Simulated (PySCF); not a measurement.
disulfane cation (H₂S₂), SMILES SS (connectivity only; charge and spin as stated), charge +1, multiplicity 2. Atoms are numbered in the order given.

```xyz
4

S      0.0950    -0.9877     0.0000
S     -0.0950     0.9877     0.0000
H     -1.2424    -1.2078     0.0000
H      1.2424     1.2078     0.0000
```
Charge +1, spin multiplicity 2.

Geometry optimised at PBE0-D3(BJ)/def2-TZVP. The multiplicity is an assumed one; other spin states were not compared.

Calculation: PySCF with PBE/def2-TZVPD.

Mulliken values depend strongly on the basis, most of all with diffuse functions as here. ESP charges are fitted to the potential on shells at 1.4 to 2.0 van der Waals radii. Atomic charges (e):

```tsv
atom	Mulliken	ESP fit	Mulliken spin
S1	0.18	(withheld)	0.52
S2	0.18	(withheld)	0.52
H3	0.32	(withheld)	-0.02
H4	0.32	(withheld)	-0.02
```

Fill in the missing entries. (The exact figures need the calculation; the answer reports its results.)


- S1, ESP fit: 0.24
- S2, ESP fit: 0.24
- H3, ESP fit: 0.26
- H4, ESP fit: 0.26
